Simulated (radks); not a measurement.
The chlorine ion Cl5+ is in [Ne] 3s2. Method: scalar-relativistic Kohn-Sham, r2SCAN, spin-polarised, spherical densities, finite nucleus; meta-GGA in the generalised Kohn-Sham scheme; Fermi nuclear charge, rms radius of each element as measured or else 0.836 A^(1/3) + 0.57 fm; computed with a radial shooting solver on a logarithmic mesh with Libxc functionals. Open shells are filled with parallel spins first. One electron is removed from 1s, 3s, 2s, 2p in turn, with full relaxation. Which removal costs least, and what does each cost?

Answer. 3s 95.944 eV; 2p 302.72 eV; 2s 363.38 eV; 1s 2929.1 eV. The 3s electron leaves first.
